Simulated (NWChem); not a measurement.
C3H5Br; SMILES C=C(C)Br

Computed with NWChem. Geometry: optimised at PBE0/def2-SVP. B3LYP is NWChem's, with the RPA form of VWN correlation.

Predict the results for B3LYP/def2-SVP. Quantities: highest occupied level (eV); orbital gap (eV); dipole (D).

The highest occupied level (eV) comes out as -6.83 and the orbital gap (eV) comes out as 6.74. The dipole (D) is 1.48.
